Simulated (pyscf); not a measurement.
PySCF, gas phase, ωB97X-D3(BJ)/def2-SVP geometries.

Q: How much does it cost (ΔH, 298 K, ωB97M-D3(BJ)/def2-TZVP) to split `[CH3][CH2][S][Al]([CH3])[CH3]` at its Al–S bond into H₃C–CH₂–S• + [H₃C–Al–CH₃]•?

A: Al–S to H₃C–CH₂–S• + [H₃C–Al–CH₃]•: 93.7 kcal/mol. The 7 functionals that were run give +86.3 (PBE) to +95.7 kcal/mol (ωB97X-D3(BJ)/def2-TZVP). The radicals are drawn with the spin at the cut bond; how far it spreads was not checked. Other isomers of H₃C–CH₂–S•, [H₃C–Al–CH₃]• were not searched in full and may lie lower.
